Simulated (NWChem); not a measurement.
System: TiNH$_{3}$O$_{2}$; SMILES [NH2][Ti](=[O])[OH]

The following NWChem deck was run.

```
start job
memory heap 200 mb stack 900 mb global 1100 mb
geometry units angstroms noautoz
  Ti    -0.091552    -0.067880     0.297470
  O     -1.678751    -0.080847     0.142571
  O      0.834927    -1.629707     0.362739
  H      0.570512    -2.552604     0.321340
  N      0.683557     1.656691     0.403924
  H      1.675309     1.866142     0.504445
  H      0.171474     2.535406     0.369651
end
basis spherical
  Ti library pcseg-1
  O library pcseg-1
  H library pcseg-1
  N library pcseg-1
end
dft
  xc xpbe96 cpbe96
  iterations 150
  mulliken
end
task dft energy
```

Geometry: optimised at PBE0/def2-SVP.

Problem. Predict the main results of this run. (PBE/pcseg-1.) Quantities: basis functions; energy (Ha); highest occupied level (eV); orbital gap (eV); dipole (D).

Solution. 
```yaml
number_of_basis_functions: 88
energy (Ha): -1056.05
highest occupied level (eV): -6.34
orbital gap (eV): 3.26
dipole (D): 2.23
```
